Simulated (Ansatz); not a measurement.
# Molecular dynamics of CH₅BO₂

Input file:

```yaml
crystal:
  periodic: [false, false, false]
  atoms:
    - { symbol: B, position_ang: [0.663082, 0.549233, -0.693439] }
    - { symbol: C, position_ang: [-0.556543, 0.145065, 0.207314] }
    - { symbol: O, position_ang: [0.773606, -0.94485, -0.028944] }
    - { symbol: O, position_ang: [-0.639126, 0.515925, 1.495329] }
    - { symbol: H, position_ang: [0.527332, 0.50928, -1.903787] }
    - { symbol: H, position_ang: [1.489262, 1.29144, -0.206026] }
    - { symbol: H, position_ang: [-1.418658, -0.441625, -0.170495] }
    - { symbol: H, position_ang: [0.486898, -1.589666, -0.709575] }
    - { symbol: H, position_ang: [-1.237354, -0.081003, 1.992523] }
basis:
  gaussian: { orbitals: def2-SVP }
hamiltonian:
  xc: blyp
  dispersion: d4
md:
  timestep: 0.5
  n_steps: 150
  ensemble: nve
  temperature: 500.0
  initial_velocities: maxwell_boltzmann
  seed: 879786
  masses: [{ species: H, mass: 3.016 }]
scf:
  lower_state_search: "off"
```

Command:

```bash
$ ansatz run input.yaml --threads 1 --pin off --max-ram 2048MiB --backend cpu --events-out ev --progress --plain --runs-dir out
```

It starts from a relaxed structure.

Output, in part (step lines, the closing report, with atoms numbered from 0):

```
md step     0: t =     0.00 fs  T =   500.0 K  F+E_penalty+E_count = -5881.75036367 eV  E_kin = 0.452410 eV  conserved = -5881.29795367 eV  (16 SCF iters)
[... lines left out ...]
Total energy: -5881.52802406 eV, -216.1421682413 hartree
Atom 0 at     0.695951     0.465129    -0.632748 Å, force    -0.881303     0.112964    -0.664845 eV/Å
Atom 1 at    -0.620496     0.171335     0.231330 Å, force     0.155561     0.800479     0.319074 eV/Å
Atom 2 at     0.846147    -0.983497    -0.127373 Å, force     0.134113    -0.394547     0.353473 eV/Å
Atom 3 at    -0.713687     0.591696     1.487073 Å, force     0.946548    -0.087342     0.776446 eV/Å
Atom 4 at     0.534152     0.568036    -1.840893 Å, force     0.046263    -0.079828    -0.071363 eV/Å
Atom 5 at     1.484363     1.215288    -0.145173 Å, force     0.300695     0.324353     0.368510 eV/Å
Atom 6 at    -1.496745    -0.437067     0.030904 Å, force    -0.238247    -0.880158    -1.005948 eV/Å
Atom 7 at     0.605907    -1.580268    -0.866056 Å, force    -0.148205    -0.020718     0.078893 eV/Å
Atom 8 at    -1.132603    -0.077671     2.076615 Å, force    -0.315424     0.224797    -0.154240 eV/Å
Dipole moment:    -0.687201    -0.589602     0.294782 e Å
```

The steps, from the saved trajectory:

| time (fs) | T (K) | potential energy less start (eV) | conserved less start (meV/atom) |
| --- | --- | --- | --- |
| 0.0 | 500 | 0.000 | 0.00 |
| 2.5 | 428 | 0.065 | 0.04 |
| 5.0 | 320 | 0.164 | 0.05 |
| 7.5 | 229 | 0.246 | 0.05 |
| 10.0 | 154 | 0.314 | 0.07 |
| 12.5 | 158 | 0.310 | 0.06 |
| 15.0 | 208 | 0.265 | 0.03 |
| 17.5 | 231 | 0.244 | 0.05 |
| 20.0 | 267 | 0.211 | 0.04 |
| 22.5 | 279 | 0.200 | 0.03 |
| 25.0 | 233 | 0.242 | 0.06 |
| 27.5 | 213 | 0.260 | 0.05 |
| 30.0 | 213 | 0.260 | 0.03 |
| 32.5 | 176 | 0.294 | 0.06 |
| 35.0 | 173 | 0.296 | 0.05 |
| 37.5 | 207 | 0.265 | 0.04 |
| 40.0 | 248 | 0.228 | 0.05 |
| 42.5 | 316 | 0.166 | 0.04 |
| 45.0 | 354 | 0.133 | 0.02 |
| 47.5 | 318 | 0.165 | 0.05 |
| 50.0 | 291 | 0.190 | 0.04 |
| 52.5 | 249 | 0.228 | 0.03 |
| 55.0 | 166 | 0.302 | 0.07 |
| 57.5 | 158 | 0.310 | 0.06 |
| 60.0 | 215 | 0.259 | 0.03 |
| 62.5 | 225 | 0.249 | 0.04 |
| 65.0 | 227 | 0.247 | 0.05 |
| 67.5 | 240 | 0.235 | 0.04 |
| 70.0 | 231 | 0.244 | 0.05 |
| 72.5 | 237 | 0.238 | 0.05 |
| 75.0 | 254 | 0.223 | 0.04 |

All steps were run. The conserved energy stayed within 0.075 meV per atom of its start (net change 0.038 meV per atom), so the integration is sound. The temperature averaged 0.49 of the 500 K drawn at the start: a run that starts near a minimum puts about half its kinetic energy into the potential. A run of 0.075 ps of so small a system gives no equilibrium averages.

The same pairs are bonded in the first frame and the last. Pairs count as bonded within 1.25 times the sum of covalent radii (0.12 Å more for H–H).

Last frame:

```xyz
9
Properties=species:S:1:pos:R:3
B 0.696 0.465 -0.633
C -0.621 0.171 0.231
O 0.846 -0.984 -0.127
O -0.714 0.592 1.487
H 0.534 0.568 -1.841
H 1.484 1.215 -0.145
H -1.497 -0.437 0.031
H 0.606 -1.580 -0.866
H -1.133 -0.078 2.077
```

Run time: 78 s on 1 thread of AMD EPYC 9R45 96-Core Processor (Zen 5) (shared host), peak memory 0.11 GiB.
